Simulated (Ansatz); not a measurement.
Basis-set series for CF₆OSi (`FC(F)(F)O[Si](F)(F)F`). Charge 0, multiplicity 1. Geometry: relaxed with PBE0-D4/def2-TZVP. It is one conformer, not always the lowest.

Cartesian coordinates in Å:
```
F 2.2494 -0.1573 0.1874
C 1.1270 0.3744 0.6514
F 0.9089 1.5177 -0.0086
F 1.2962 0.6591 1.9313
O 0.1009 -0.4817 0.5052
Si -1.1209 -0.4642 -0.5672
F -2.0906 0.7313 -0.3011
F -0.5866 -0.3700 -2.0326
F -1.8843 -1.8092 -0.3658
```

```csv
functional,basis,functions,energy (Eh),HOMO (eV),LUMO (eV)
PBE0-D4,def2-TZVPP,290,-1001.68976,-11.48,0.58
PBE0-D4,def2-QZVPP,526,-1001.73829,-11.52,0.23
ωB97M-V,def2-TZVPP,290,-1002.32355,-13.96,2.35
ωB97M-V,def2-QZVPP,526,-1002.36870,-14.00,1.76
```

(1) Give the rows for def2-SVP. (Best estimate.)

## Answers

(1) Ansatz gave: 
| functional | basis | functions | energy (Eh) | HOMO (eV) | LUMO (eV) |
| --- | --- | --- | --- | --- | --- |
| PBE0-D4 | def2-SVP | 130 | -1000.68865 | -11.41 | 0.87 |
| ωB97M-V | def2-SVP | 130 | -1001.30834 | -13.86 | 2.75 |

Positive LUMOs are unbound and depend on the basis.
